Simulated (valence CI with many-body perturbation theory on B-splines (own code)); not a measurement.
Al8+: key properties

Level of theory: relativistic CI+MBPT: three valence electrons over a frozen Dirac-Fock core [He], radial functions for each j: 11 s, 11 p, 9 d, 7 f, 5 g, 2 h, 1 i, with the one-electron correlation potential Σ1, the two-electron term Σ2, the three-electron term Σ3, Breit, model QED; selected CI, second order for the rest, scaled by the run's own slope (own B-spline code, finite nucleus).

No measured spectrum was set against this ion. As an estimate, levels of excited configurations hold to 0.05 to 0.15 % of their energy, terms of the ground configuration to about 0.5 %.

Rates and lifetimes use the calculated energies. Strong lines usually hold to 10 to 20 %, long lifetimes can be off by a factor of two.

(1) What is the ground level?

(2) How well does LS coupling describe the low levels?

(3) Among levels below 1953600 cm⁻¹, which E1 lines absorb most strongly from the ground level?

(4) How is the term 2P° of the ground level split?

(5) What is the ionisation energy?

Answers

(1) 2s2 2p 2P°_1/2, composition 97 % 2s2 2p 2P° + 3 % 2p3 2P°, g = 0.665.

(2) Among the lowest 20 levels the leading LS term, summed over configurations, holds 100 % on average. For single configurations the figures are 97 % in LS and 76 % in jj coupling. Terms hardly mix: every one of these levels is at least 95 % one term.

(3) to 2s2 3d 2D_3/2 at 6.090 nm, f = 0.615; to 2s 2p 3p 2D_3/2 at 5.690 nm, f = 0.211; to 2s 2p2 2P_1/2 at 28.23 nm, f = 0.106.

(4) J = 1/2 at 0, J = 3/2 at 4887 cm⁻¹.

(5) 330.17 eV; NIST lists 330.21 ± 0.04 eV (semi-empirical).
